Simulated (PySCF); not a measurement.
H10NSi3, SMILES [SiH3][NH+]([SiH3])[SiH3], charge +1. Geometry optimised at PBE-D3(BJ)/def2-SVP. The isomer is the one that the SMILES or the coordinates give; other isomers of the formula were not compared.

Method: PBE-D3(BJ)/def2-SVP (PySCF).

Harmonic wavenumbers (cm⁻¹): 123, 123, 157, 159, 159, 213, 456, 559, 559, 590, 611, 611, 759, 759, 775, 875, 875, 880, 890, 890, 894, 894, 898, 922, 1080, 1080, 2210, 2210, 2212, 2241, 2244, 2244, 2250, 2250, 2253, 3348. Rotational constants (GHz): 2.818, 2.818, 1.537; symmetry number 3.

Task: Work out the zero-point energy and the ideal-gas rigid-rotor harmonic-oscillator thermochemistry at 298.15 K and 1 atm.

Result: ZPE = ½ Σ hcν = ½ × 40256 cm⁻¹ = 240.79 kJ/mol. H − E(el) = 265.77 kJ/mol. Entropy in J/(mol K): translation 167.18, rotation 106.63, vibration 88.50, total 362.31. G − E(el) = 157.75 kJ/mol. Cp = 139.55 J/(mol K). Modes under 150 cm⁻¹ make the vibrational entropy uncertain.
